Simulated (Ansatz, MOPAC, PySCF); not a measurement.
Donor–acceptor adduct: C3H9Ga (SMILES [CH3][Ga]([CH3])[CH3]) (first 13 atoms) with C2H6S (SMILES CSC); geometry from B3LYP-D3(BJ)/def2-TZVP.
(charge 0, multiplicity 1):
```xyz
22

C     -1.510     0.330     0.532
Ga     0.310    -0.268     1.133
C      1.819     1.039     0.966
C      0.705    -2.231     1.091
H     -1.546     0.301    -0.561
H     -1.738     1.356     0.830
H     -2.310    -0.321     0.893
H      2.179     1.061    -0.066
H      2.664     0.764     1.601
H      1.512     2.055     1.223
H      0.953    -2.537     0.071
H      1.556    -2.486     1.725
H     -0.153    -2.828     1.407
C     -0.615     1.625     3.881
S      0.007    -0.066     3.711
C     -1.514    -1.009     3.982
H     -0.956     1.798     4.901
H      0.216     2.290     3.659
H     -1.422     1.804     3.173
H     -1.866    -0.866     5.002
H     -1.266    -2.057     3.827
H     -2.278    -0.708     3.268
```

Monomers are frozen at their geometry in the pair; levels with a basis set take the counterpoise correction. Rows marked so take none.

Rows in LANL2DZ carry no dispersion term and start afresh at each structure. LANL2DZ brings its own core potentials from Na on. The state that PM6 reach isn't checked.

Run with Ansatz (Gaussian orbitals); MOPAC for PM6 (differences of heats of formation); PySCF for LANL2DZ rows. Each number belongs to the level named beside it.

**Question.** One of these levels gives -94.0 kJ/mol for the interaction energy. Which?
A) B3LYP/LANL2DZ (no counterpoise)
B) PM6
C) SVWN5/def2-TZVPPD
D) r2SCAN/def2-TZVPPD

**Answer.** C, SVWN5/def2-TZVPPD. The others give -81.6 (PM6), -71.7 (r2SCAN/def2-TZVPPD), -38.8 (B3LYP/LANL2DZ (no counterpoise))

Ansatz is a quantum-chemistry and plane-wave program.
